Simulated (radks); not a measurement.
Task: These are the eigenvalues of the occupied orbitals of an atom or ion with whole-number occupations (hartree). All-electron calculation, scalar-relativistic Kohn-Sham, PBE, spin-polarised, spherical densities, point nucleus. Program: a radial shooting solver on a logarithmic mesh with Libxc functionals.

1s up: -2078.142
1s down: -2078.142
2s up: -379.7946
2s down: -379.7266
2p up: -340.8622
2p down: -340.8081
3s up: -113.7273
3s down: -113.6934
3p up: -101.8236
3p down: -101.7855
3d up: -86.96553
3d down: -86.90818
4s up: -48.62574
4s down: -48.43006
4p up: -44.29214
4p down: -44.09882
4d up: -38.63705

Which element is it, and in what charge state? The configuration may be excited. Open shells, if any, are filled with parallel spins first.

Result: Z = 67, holmium, charge +29: Ho29+ in [Kr] 4d2. The list shows which subshells hold electrons but not how many an open one holds; the 1s level, -2078.1 hartree, gives Z - s = 64.5 by -(Z - s)^2/2, which with screening and relativity narrows Z to a few neighbours, and the depths of the outer levels then fix element, charge and occupations together.
